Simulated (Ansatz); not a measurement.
A nudged elastic band was laid between two geometries of ClH3O3Si + H2O (11 atoms, charge 0, multiplicity 1).

Level of theory: RKS PBE0/def2-SVP (Ansatz 0.2.0).

```json
{
 "movable images": "8",
 "climbing image": "no",
 "spring": "5.0 eV/Å²",
 "optimiser": "quadratic models (default)",
 "start path": "through a guess of the saddle point",
 "force threshold": "0.05 eV/Å",
 "iteration limit": "60",
 "end points": "relaxed"
}
```

Initial state:

```xyz
11
Properties=species:S:1:pos:R:3
Si 0.258 -0.641 -0.528
Cl 1.251 0.388 -2.009
O 1.037 -0.469 0.894
O -1.270 0.015 -0.488
O 0.093 -2.228 -0.911
H 0.129 2.594 0.714
O -0.195 1.906 1.308
H 0.826 0.405 1.292
H -1.979 -0.639 -0.497
H 0.775 -2.824 -0.586
H -0.924 1.494 0.812
```

Final state:

```xyz
11
Properties=species:S:1:pos:R:3
Si -0.292 -0.526 -0.089
Cl 1.734 2.499 0.943
O 0.985 -0.667 0.921
O -1.789 -0.406 0.578
O -0.300 -1.841 -1.073
H 0.951 2.000 0.004
O -0.094 0.936 -0.886
H 1.361 0.154 1.274
H -2.212 -1.234 0.827
H 0.562 -2.227 -1.252
H -0.905 1.313 -1.247
```

(1) Which bonds break or form, and what moves?

(2) Give the energies along the band, and the barrier.

(3) What is the geometry of the highest image?

Results:

(1) Bonds broken: Si1–Cl2, H6–O7. Bonds formed: Si1–O7, Cl2–H6. ClH3O3Si + H2O becomes ClH + H4O4Si.

(2) It converged. The highest image is number 4 of 0 to 9, 0.74 eV above the first end and 0.67 eV above the last; the last end lies 0.07 eV above the first. No image climbed, so the highest image needn't sit at the top of the path. The orbitals stay closed-shell, which can raise the energy where a bond breaks towards radicals; this wasn't checked here.

```json
{"image": "0", "path coordinate (Å)": "0.00", "energy (eV)": "0.00", "Si1–Cl2 (Å)": "2.06", "H6–O7 (Å)": "0.96", "Si1–O7 (Å)": "3.17"}
{"image": "1", "path coordinate (Å)": "1.07", "energy (eV)": "0.01", "Si1–Cl2 (Å)": "2.08", "H6–O7 (Å)": "0.96", "Si1–O7 (Å)": "3.07"}
{"image": "2", "path coordinate (Å)": "2.14", "energy (eV)": "0.23", "Si1–Cl2 (Å)": "2.09", "H6–O7 (Å)": "0.97", "Si1–O7 (Å)": "2.70"}
{"image": "3", "path coordinate (Å)": "3.21", "energy (eV)": "0.60", "Si1–Cl2 (Å)": "2.15", "H6–O7 (Å)": "0.97", "Si1–O7 (Å)": "2.23"}
{"image": "4", "path coordinate (Å)": "4.28", "energy (eV)": "0.74", "Si1–Cl2 (Å)": "2.27", "H6–O7 (Å)": "0.97", "Si1–O7 (Å)": "1.96"}
{"image": "5", "path coordinate (Å)": "5.35", "energy (eV)": "0.68", "Si1–Cl2 (Å)": "2.82", "H6–O7 (Å)": "1.08", "Si1–O7 (Å)": "1.79"}
{"image": "6", "path coordinate (Å)": "6.42", "energy (eV)": "0.17", "Si1–Cl2 (Å)": "3.43", "H6–O7 (Å)": "1.71", "Si1–O7 (Å)": "1.68"}
{"image": "7", "path coordinate (Å)": "7.49", "energy (eV)": "0.14", "Si1–Cl2 (Å)": "3.69", "H6–O7 (Å)": "1.72", "Si1–O7 (Å)": "1.68"}
{"image": "8", "path coordinate (Å)": "8.56", "energy (eV)": "0.09", "Si1–Cl2 (Å)": "3.83", "H6–O7 (Å)": "1.72", "Si1–O7 (Å)": "1.68"}
{"image": "9", "path coordinate (Å)": "9.63", "energy (eV)": "0.07", "Si1–Cl2 (Å)": "3.78", "H6–O7 (Å)": "1.74", "Si1–O7 (Å)": "1.68"}
```

(3) 
```xyz
11
Properties=species:S:1:pos:R:3:forces:R:3
Si 0.029 -0.307 0.096 0.01 0.00 0.00
Cl 1.919 0.502 -0.858 -0.01 -0.01 0.00
O 0.691 -0.659 1.563 0.00 0.00 0.00
O -1.631 -0.273 0.395 0.01 0.00 -0.01
O -0.063 -1.499 -1.068 0.00 -0.02 0.00
H 0.251 2.120 -0.445 -0.02 0.01 0.00
O -0.298 1.625 0.185 0.01 0.01 0.02
H 1.650 -0.575 1.569 0.00 0.00 0.01
H -2.052 -1.077 0.077 0.00 0.01 -0.01
H 0.756 -1.602 -1.564 0.00 -0.01 0.00
H -1.252 1.746 0.051 0.00 0.00 0.00
```

The run took 4.7 min on 2 threads of Intel(R) Xeon(R) 6975P-C (Granite Rapids), on a shared host, peak memory 0.31 GiB.
